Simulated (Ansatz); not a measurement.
H₁₂N₂Si₄Zn (`[SiH3][N]([SiH3])[Zn][N]([SiH3])[SiH3]`), relaxed with RKS PBE0-D4/def2-TZVP in Ansatz from a PBE-D4/def2-SVP geometry. The force threshold is 0.005 eV/Å; the program also tests the step.

The species carries charge 0 and has multiplicity 1.

Start:

```xyz
19

Si   -0.837    0.375    2.940
N    -0.216   -0.686    1.688
Si    0.144   -2.386    1.926
Zn    0.012    0.011    0.006
N     0.252    0.715   -1.670
Si    1.743    0.339   -2.516
Si   -1.052    1.671   -2.352
H    -2.218   -0.021    3.406
H     0.059    0.397    4.153
H    -0.915    1.771    2.371
H     0.727   -2.923    0.641
H    -1.081   -3.203    2.257
H     1.146   -2.597    3.035
H     2.646   -0.402   -1.560
H     1.522   -0.537   -3.726
H     2.454    1.586   -2.981
H    -2.110    1.838   -1.288
H    -1.694    1.016   -3.551
H    -0.580    3.039   -2.778
```

```tsv
step	energy (eV)	largest force (eV/Å)	largest move (Å)
1	-83087.3475	0.533	0.000
2	-83087.4286	0.349	0.036
3	-83087.4433	0.118	0.026
4	-83087.4448	0.006	0.025
5	-83087.4451	0.002	0.021
6 (rejected)	-83087.4440	0.085	0.169
7	-83087.4459	0.022	0.083
8	-83087.4460	0.034	0.071
9	-83087.4464	0.019	0.011
10	-83087.4465	0.001	0.007
11	-83087.4466	0.009	0.027
13	-83087.4469	0.010	0.007
15 (rejected)	-83087.4467	0.079	0.196
17	-83087.4476	0.065	0.092
19	-83087.4482	0.015	0.024
21 (rejected)	-83087.4481	0.058	0.166
23	-83087.4488	0.024	0.067
25	-83087.4489	0.005	0.014
27	-83087.4490	0.025	0.104
29	-83087.4492	0.006	0.020
31 (rejected)	-83087.4467	0.073	0.197
33	-83087.4494	0.009	0.015
35	-83087.4496	0.003	0.051
```

End:

```xyz
19

Si   -0.315    0.412    2.999
N    -0.240   -0.685    1.673
Si   -0.381   -2.396    1.832
Zn    0.001    0.001    0.001
N     0.242    0.687   -1.671
Si    1.850    0.798   -2.281
Si   -1.154    1.185   -2.550
H    -1.624    0.344    3.707
H     0.754    0.146    4.003
H    -0.136    1.797    2.476
H    -0.252   -3.007    0.478
H    -1.697   -2.796    2.405
H     0.681   -2.962    2.709
H     2.787    0.293   -1.236
H     2.038   -0.019   -3.513
H     2.224    2.201   -2.612
H    -2.356    0.953   -1.698
H    -1.321    0.417   -3.816
H    -1.101    2.631   -2.905
```

It took 94 s on 4 threads of an AMD EPYC 7R13 on a shared host and a share of an NVIDIA H100 80 GB, with 1.1 GiB of host memory at the peak.
